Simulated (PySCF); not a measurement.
A species of formula C6H12Cl2Si has this rotational fingerprint, computed with PBE0/pcSseg-1 in PySCF (dipole) on a GFN2-xTB geometry, gas phase:

| Property | Result |
| --- | --- |
| Rotational constants | A = 1148, B = 741.7, C = 570.8 MHz |
| Dipole components | \|μa\| = 1.72 D, \|μb\| = 0.33 D, \|μc\| = 1.07 D |
| Inertial defect | -236.35 u·Å² |
| κ | -0.41 |

Task: Which candidate fits, each taken in the one conformer that was computed?
A. `[CH2:1]=[C:2]([CH3:3])[Si@H:4]([Cl:5])[CH2:6][CH2:7][CH2:8][Cl:9]` with C1–C2–Si4–Cl5 120°, C2–Si4–C6–C7 178°, Si4–C6–C7–C8 178°, C6–C7–C8–Cl9 -66°
B. `[CH3:1][CH2:2][C@@H:3]1[CH2:4][C@@:5]1([SiH3:6])[CH:7]([Cl:8])[Cl:9]` with C1–C2–C3–C4 -87°, C4–C5–C7–Cl8 158°
C. `[CH3:1][CH2:2][Si@H:3]([CH2:4][Cl:5])[C:6]1([Cl:7])[CH2:8][CH2:9]1` with C1–C2–Si3–C4 175°, C2–Si3–C4–Cl5 67°, C2–Si3–C6–Cl7 60°
D. `[CH3:1][C:2]([CH3:3])=[CH:4][SiH2:5][C@@H:6]([Cl:7])[CH2:8][Cl:9]` with C2–C4–Si5–C6 -93°, C4–Si5–C6–Cl7 -61°, Si5–C6–C8–Cl9 65°

Result: B. It is CC[C@@H]1C[C@@]1([SiH3])C(Cl)Cl, an asymmetric top, point group C1. The candidates at the same level (rigid rotor, commonest isotopes):

```
                         SMILES  A (MHz)  B (MHz)  C (MHz)  μa (D)  μb (D)  μc (D)  Δ (u·Å²)  point group           rotor
         CC[Si@H](CCl)C1(Cl)CC1     1245    605.8    521.5    1.78    0.27    1.15   -271.04           C1  asymmetric top
     CC(C)=C[SiH2][C@@H](Cl)CCl     1006    710.3    513.5    1.65    0.35    0.50   -229.78           C1  asymmetric top
CC[C@@H]1C[C@@]1([SiH3])C(Cl)Cl     1148    741.7    570.8    1.72    0.33    1.07   -236.35           C1  asymmetric top
          C=C(C)[Si@H](Cl)CCCCl     1557    425.5    352.8    0.60    0.16    0.59    -79.77           C1  asymmetric top
```

`C=C(C)[Si@H](Cl)CCCCl` has B 43 % too low; `CC(C)=C[SiH2][C@@H](Cl)CCl` has A 12 % too low; `CC[Si@H](CCl)C1(Cl)CC1` has B 18 % too low. No structure here is proved a minimum.
